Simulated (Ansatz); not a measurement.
Compare A (`C[SiH2]CCF`) with its isomer B (`CC([SiH3])CF`).

Isolated molecules relaxed with PBE0-D4/def2-TZVP in Ansatz; ΔE leaves out vibrations. CCSD(T)/CBS is the MP2 limit (def2-TZVPP, def2-QZVPP) plus CCSD(T) − MP2 in def2-TZVPP, frozen cores. Functionals use def2-TZVPP. B3LYP here is the variant with VWN-RPA as its local correlation; programs differ in this. One conformer a species, not always the lowest.

A:

```xyz
14

C     1.129   -1.358   -0.972
Si    1.111    0.242   -0.011
C    -0.589    1.064    0.032
C    -1.600    0.380    0.920
F    -1.745   -0.954    0.554
H     2.134   -1.787   -0.993
H     0.811   -1.193   -2.004
H     0.449   -2.082   -0.520
H     2.063    1.212   -0.625
H     1.547    0.010    1.397
H    -0.455    2.089    0.395
H    -0.980    1.145   -0.988
H    -1.282    0.395    1.968
H    -2.591    0.838    0.846
```

B:

Z-matrix (Å, degrees):
```
C
C 1 1.527
H 1 1.095 2 111.1
H 1 1.093 2 111.7 3 120.2
H 1 1.092 2 110.8 3 -119.7
Si 2 1.893 1 111.4 3 -174.7
C 2 1.511 1 112.1 3 59.0
H 2 1.099 1 109.2 3 -58.4
H 6 1.485 2 111.4 1 -52.0
H 6 1.488 2 110.3 1 -173.7
H 6 1.489 2 108.6 1 67.3
F 7 1.389 2 110.5 1 69.4
H 7 1.096 2 111.4 1 -49.2
H 7 1.094 2 111.6 1 -171.3
```

Question: Which isomer does CCSD(T)/CBS put lower? Give the gap. (Estimate.)

Answer: Ansatz gave: A, by 11.2 kcal/mol.

Question: Give E(B) − E(A) in kcal/mol with CCSD(T)/def2-SVP, PBE-D4, CCSD(T)/def2-TZVPP, B3LYP, ωB97M-V, r2SCAN-D4, B3LYP-D4. (An estimate is asked.)

Answer: Ansatz gave: CCSD(T)/def2-SVP 7.5, PBE-D4 11.5, CCSD(T)/def2-TZVPP 10.7, B3LYP 12.0, ωB97M-V 11.6, r2SCAN-D4 12.1, B3LYP-D4 11.5. None reverses the order clearly.

Question: Does the order hold for the free energy at 298.15 K (harmonic terms from PBE0-D4)? (Estimate.)

Answer: Computed: Yes: G(B) − G(A) = +11.1 kcal/mol, for one conformer each. Modes under 60 cm⁻¹, often nearly free rotors, make the harmonic entropy too high.

Largest T1 diagnostic: 0.011.

Leaving LDA and LC-ωPBE aside and taking each functional with its dispersion term where it has one, the values, not all of them listed here, spread over 1.4 kcal/mol, from revPBE-D4 to B97M-V. LDA lies −1.3 kcal/mol from PBE without D4. At CCSD(T), def2-SVP lies −3.6 kcal/mol from the extrapolated value and def2-TZVPP −0.5 kcal/mol.
